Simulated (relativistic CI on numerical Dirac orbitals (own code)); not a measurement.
How the errors of a small relativistic CI change along the 11-electron sequence

Levels calculated with a relativistic CI code on KLI orbitals, against measured ones, in five cumulative steps: (1) Dirac-Coulomb, each configuration alone; (2) with Breit and QED terms; (3) with configuration mixing; (4) with scaled Slater integrals; (5) with a P86 correlation estimate. Each ion has its own short list of configurations; levels above 2,000 cm⁻¹ that pair in every step are counted, and ions without enough such levels are left out. The scale is 0.85 up to charge 4 and 0.9 beyond; P86 is a density functional added for each configuration.

Median relative error (%):

```
 Ion  Ground  Levels  (1)  (2)  (3)  (4)  (5)
 Mg+      3s      15  2.6  2.6  2.6  2.6  0.7
Al2+      3s      26  1.5  1.6  1.6  1.6  0.5
Si3+      3s      25  1.0  1.1  1.1  1.1  0.6
 P4+      3s      18  0.8  0.8  0.8  0.8  0.5
 S5+      3s      25  0.6  0.6  0.6  0.6  0.5
Cl6+      3s      14  0.5  0.5  0.5  0.5  0.5
Ar7+      3s      25  0.4  0.4  0.4  0.4  0.4
```

Mean absolute error (cm⁻¹):

```csv
Ion,(1),(2),(3),(4),(5)
Mg+,2111,2127,2127,2127,771
Al2+,2598,2634,2633,2633,933
Si3+,2746,2809,2807,2807,1337
P4+,3008,3103,3099,3099,1939
S5+,2874,3020,3015,3015,2284
Cl6+,2189,2382,2378,2378,1918
Ar7+,2931,3147,3139,3139,2540
```

In step (3), fully ab initio, the relative error is 2.6 % for Mg+ and 0.4 % for Ar7+, while the absolute error goes from 2127 to 3139 cm⁻¹. Level energies grow with the charge (linearly within a shell, quadratically where n changes), mostly faster than the correlation that the model misses, so the relative error falls. The sets of levels differ from ion to ion, which blurs the trend. Mixing (step 3) lowers the mean absolute error for 7 of the 7 ions and scaling (step 4) for 0. The P86 step changes the mean absolute error by a factor of 0.4 for the first ion and 0.8 for the last.

Sources of the measured levels: Mg+, NIST Handbook of Basic Atomic Spectroscopic Data (Sansonetti and Martin, J. Phys. Chem. Ref. Data 34, 1559 (2005)); Al2+, NIST levels in Kelleher and Podobedova, J. Phys. Chem. Ref. Data 37, 709 (2008); Si3+, NIST levels in Kelleher and Podobedova, J. Phys. Chem. Ref. Data 37, 1285 (2008); P4+, Martin, Zalubas and Musgrove, J. Phys. Chem. Ref. Data 14, 751 (1985); S5+, NIST levels in Podobedova, Kelleher and Wiese, J. Phys. Chem. Ref. Data 38, 171 (2009); Cl6+, Moore, Atomic Energy Levels, vol. I, NSRDS-NBS 35 (1971 reprint of NBS Circular 467, 1949); Ar7+, Saloman, J. Phys. Chem. Ref. Data 39, 033101 (2010). Some J values or terms were assigned by a fit.
